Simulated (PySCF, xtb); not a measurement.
pyridine-3-carbonitrile (C6H4N2), SMILES N#Cc1cccnc1.

xtb with GFN2-xTB at its own geometry gives an orbital gap of 2.68 eV and a dipole moment of 3.60 D.

Coordinates come from a PBE-D3(BJ)/def2-SVP optimisation.

What does PBE0/def2-TZVP run with PySCF give? (The exact figures need the calculation; the answer reports its results.)

gap 6.03 eV (levels -8.13 and -2.10 eV), dipole 4.06 D.
